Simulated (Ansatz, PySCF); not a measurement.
Reaction (SMILES): [B]F + 2 [H][H] (H2) -> B (BH3) + F (HF)
Structures are relaxed separately at B3LYP-D3(BJ)/def2-TZVP in Ansatz (a quantum-chemistry and plane-wave program).
Geometry of the first species:
```xyz
2

B      0.0000     0.0000    -0.8132
F      0.0000     0.0000     0.4518
```

Wanted: energy of full hydrogenation (enthalpy at 298 K, with B3LYP-D3(BJ) rigid-rotor harmonic-oscillator terms from PySCF), in kcal/mol. Cores are frozen in the correlated levels unless marked. Spin-orbit coupling is left out. Non-relativistic. CBS(X,Y): correlation extrapolated as X^-3; Hartree-Fock from the larger set (for Q and 5 zeta extrapolated as (X+1)exp(-9√X)).

CCSD(T)/CBS(cc-pVQZ,cc-pV5Z) (Ansatz) gives -15.1 kcal/mol.

**Question.** Another calculation gave -18.7 kcal/mol. Which level was it?
A. SVWN5/def2-TZVPD (Ansatz)
B. BLYP/def2-TZVPD (Ansatz)
C. CAM-B3LYP/def2-TZVPD (Ansatz)

**Answer.** C, CAM-B3LYP/def2-TZVPD (Ansatz). The others give -13.7 (BLYP), -23.2 (SVWN5) kcal/mol.
